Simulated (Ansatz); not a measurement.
`C[O][Ga]([OH])[O]C` → 2 C• + Ga• + 7 H• + 3 O•  (atomization)

Calculated with Ansatz (gas phase, PBE0-D4/def2-TZVP geometries, no zero-point term in ΔE). CCSD(T)/CBS is the MP2 limit (def2-TZVPP, def2-QZVPP) plus CCSD(T) − MP2 in def2-TZVPP, frozen cores. This one scheme is used for every species, atoms too. Functionals use def2-TZVPP. B3LYP here is the variant with VWN-RPA as its local correlation; programs differ in this. Open shells (•) are unrestricted, without spin–orbit coupling. Spin–orbit coupling would lower the free atoms: a little for C, O; clearly for Ga. Bonds to Ga are less sure, by a few kJ/mol each and by 10 to 20 or more in all where they break to atoms, as the def2 sets lack core-valence functions. Scalar relativity is left out up to krypton. Each species was taken in one conformer, which may not be the lowest.

`C[O][Ga]([OH])[O]C`:

Z-matrix (Å, degrees):
```
C
O 1 1.410
H 1 1.096 2 113.3
H 1 1.095 2 109.5 3 -120.8
H 1 1.095 2 109.6 3 120.8
Ga 2 1.768 1 122.5 3 -0.7
O 6 1.768 2 119.4 1 179.9
O 6 1.775 2 119.7 1 0.0
C 7 1.411 6 122.3 2 0.4
H 8 0.960 6 113.0 2 180.0
H 9 1.095 7 109.4 6 -123.0
H 9 1.095 7 109.6 6 118.6
H 9 1.096 7 113.2 6 -2.2
```

| level | ΔE (kJ/mol) | difference from CCSD(T)/CBS |
| --- | --- | --- |
| PBE-D4 | 4926.8 | 68.4 |
| ωB97M-V | 4831.1 | -27.3 |
| PBE | 4902.7 | 44.3 |
| B3LYP | 4768.5 | -89.9 |
| MP2/def2-TZVPP | 4856.3 | -2.1 |
| SCS-MP2/def2-TZVPP | 4812.4 | -46.0 |
| CCSD/def2-TZVPP | 4660.1 | -198.3 |
| HF/def2-QZVPP | 3401.1 | -1457.3 |
| MP2/def2-QZVPP | 4927.4 | 69.0 |
| HF/CBS(def2) | 3402.3 | -1456.1 |
| CCSD(T)/CBS | 4858.4 | 0 |

Largest T1 diagnostic among the species: 0.014.

In def2-TZVPP, CCSD(T) changes the Hartree–Fock value by +1346.4 kJ/mol (the triples alone add +79.3 kJ/mol) and MP2 by +1463.3 kJ/mol; breaking electron pairs costs correlation energy, which Hartree–Fock lacks. From PBE to PBE0 (25 % exact exchange), in def2-TZVPP and without D4, ΔE moves by −115.1 kJ/mol: exact exchange takes away binding that semilocal exchange gives to molecules. The D4 term adds +38.6 kJ/mol with B3LYP and +20.4 kJ/mol with PBE0; it sums over pairs of atoms, weighted by their polarisabilities, and B3LYP, whose exchange is more repulsive, gets the larger term.

For atomizations the MP2-based limit and the directly extrapolated one differ by several kJ/mol either way, and by 10 to 25 for some Ge, Se and Sn compounds, so smaller differences from it don't rank the levels.
